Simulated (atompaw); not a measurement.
**gold: one change to a PAW (atompaw) potential, before and after**

```
Element                 : Au (Z = 79)
Generator               : atompaw 4.2.0.5
Type                    : PAW
Functional              : PBE
Relativity              : scalar-relativistic
Frozen core             : [Xe] 4f14
Valence charge          : 11
Reference configuration : 5d10 6s0.5 6p0 (charge +0.5)
Partial waves           : 6s (bound): rc 3.00 bohr; 6s channel at 1.45 Ry: rc 3.00 bohr; 6p (bound, empty): rc 3.00 bohr; 6p channel at 4.6 Ry: rc 3.00 bohr; 5d (bound): rc 3.00 bohr; 5d channel at 1.6 Ry: rc 3.00 bohr
Local potential         : ultrasoft scheme with l = 3 at 0.5 Ry, radius 2.40 bohr
Core correction         : smooth core density matched at 2.05 bohr
Augmentation charge     : besselshape compensation charge, radius 2.95 bohr; PAW radius 3.00 bohr; waves and projectors: custom rrkj gramschmidtortho
```

Change: local potential ultrasoft scheme with l = 3 at 0.5 Ry, radius 1.64 bohr.

Cutoffs: the cutoffs (Ry, on a coarse ladder) from which the occupation-weighted sum of valence levels, in a spherical-Bessel basis at the reference potential, stays within 10 and 1 mRy of its value at 400 Ry; they do not see the model core or the augmentation charge, which bear on the density cutoff.

What does the change do?

The potential gets neither clearly harder nor softer (12 Ry and 18 Ry → 12 Ry and 18 Ry); a bound ghost appears in s, which as a rule spoils a file; the range in which the s phases agree widens (upper end 2.6 → at the end of the scan); the range in which the p phases agree narrows (upper end at the end of the scan → 2.4). A state that the projectors do not describe sees the local part alone, so a deeper or shallower local part can create or remove a ghost.

| quantity | base | changed |
| --- | --- | --- |
| cutoff, loose | 12 Ry | 12 Ry |
| cutoff, tight | 18 Ry | 18 Ry |
| bound ghosts | none | s |
| s: phases at 3.00 bohr within 0.05 rad from the reference energy up to (Ry; the scan ends near 5) | 2.6 | to the end of the scan |
| p: phases at 3.00 bohr within 0.05 rad from the reference energy up to (Ry; the scan ends near 5) | to the end of the scan | 2.4 |
| d: phases at 3.00 bohr within 0.05 rad from the reference energy up to (Ry; the scan ends near 5) | to the end of the scan | to the end of the scan |
| lowest overlap eigenvalue by channel | s 0.52, p 0.19, d 0.79 | s 0.26, p 0.10, d 0.78 |

 A true bound ghost makes a file unfit for plane-wave use even where its test errors are small: the radial tests pick states by their node count and pass the ghost by. The cutoffs see the waves, projectors and local potential, not the compensation charge or the core.
